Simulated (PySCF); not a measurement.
Pd⁺ (palladium, charge +1) across methods

[Kr] 4d8 5s1, high-spin 4F determinant (an excited configuration). Computed with PySCF 2.14 in aug-cc-pwCVDZ-PP with ECP28MDF, with a scalar-relativistic core potential.

| method | E (hartree) | mean ε 4d α (eV) | mean ε 4d β (eV) | mean ε 5s α (eV) | Σ⟨r²⟩ (bohr²) | ⟨S²⟩ |
| --- | --- | --- | --- | --- | --- | --- |
| r2SCAN | -127.0672 | -19.003 | -17.353 | -13.367 | 36.94 | 3.751 |
| CAM-B3LYP | -126.9852 | -21.976 | -20.505 | -15.004 | 37.20 | 3.751 |
| r2SCANh | -127.0543 | -19.759 | -18.088 | -13.637 | 36.92 | 3.751 |
| UHF | -126.29386 | -25.750 | -23.722 | -15.233 | 37.34 | 3.753 |
| PBE0 | -127.0187 | -20.582 | -18.976 | -13.786 | 37.09 | 3.751 |
| M06-L | -127.0977 | -18.792 | -17.201 | -12.742 | 36.81 | 3.751 |
| LDA | -126.7617 | -18.754 | -17.191 | -13.424 | 37.29 | 3.750 |
| B97-3 | -127.0469 | -20.604 | -19.121 | -13.596 | 37.07 | 3.751 |
| PBE | -127.0295 | -18.582 | -17.093 | -13.102 | 37.23 | 3.750 |

Energies and moments cover only the electrons outside the core potential.
